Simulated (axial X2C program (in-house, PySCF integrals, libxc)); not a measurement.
# ErS: from the spin-free to the two-component result

Computed with an in-house all-electron X2C program for linear molecules (integrals from PySCF). Spin-free means the one-electron spin-free X2C Hamiltonian; two-component (2c) means X2C with spin–orbit coupling and atomic mean-field two-electron Coulomb and Gaunt terms, so the difference of the two also holds small scalar two-electron terms. Basis: Er dyall-cv3z [14s14p10d7f3g], S dyall-av3z [9s8p3d2f] (cores contracted in-house); Gaussian nuclei, density fitting, unrestricted open shells. Masses: Er 165.930 u, S 31.972 u.

Spin-free state: M_S = 2, Λ = 0 (beyond evenly filled blocks: 2 × σα, δ+α, δ-α); fragments Er + S.

```
level  Re (Å)  ωe (cm⁻¹)  De (eV)  μ (D)
 PBE0   2.262      473.1    3.456  -6.54
   HF   2.305      477.1    4.537  -7.74
  MP2   2.257      479.3    2.473    n/a
```

Correlated methods: 28 electrons correlated (number of frozen shells: Er 4 s, 3 p, 2 d; S 2 s, 1 p), 302 virtual spin orbitals or spinors in MP2.

Dipoles are positive if S is the positive end.

Two-component determinant lowest at the distance of the search:

Ω = 7 (⟨Sz⟩ = 1.96, ⟨Lz⟩ = 5.04 at HF); fragments Er + S.

```csv
level,Re (Å),ωe (cm⁻¹),μ (D)
PBE0,2.258,471.5,-6.61
HF,2.301,475.0,-7.80
MP2,2.253,476.9,n/a
```

(1) From the two tables, how do the constants change at the MP2 level (2c against spin-free)?

Occupations by symmetry block were frozen at the best pattern of an incomplete PBE0 search. Dissociation energies refer to the lowest single-determinant-based atoms at the same level and basis. De is not given where an atomic determinant may have missed its ground term or J level, or where the truncated virtual space spoils (T). Density functionals use the spin component along the axis (collinear). Other states lie close and PBE0, whose exact exchange favours high spin, may order them wrongly; the determinant shown need not be the ground state. The nearest other spin-free determinant of the search, M_S = 1, Λ = 0, lies 0.016 eV up at the distance of the search. The functionals have no current-density term, which raises determinants with orbital currents, atoms included. With several unpaired electrons one determinant need not be a pure state. A state of lower Ω lies just above, and one determinant can place such states too high, so the state shown need not be the lowest. The search has Ω = 6 only 0.04 eV up. Some points did not converge and are left out. The stretched end of a curve changes character and is left out.

Results:

(1) At the MP2 level Re drops by 0.004 Å and ωe decreases by 2.4 cm⁻¹. The two determinants differ in configuration, so these shifts compare two states and are not the spin–orbit effect on one state.
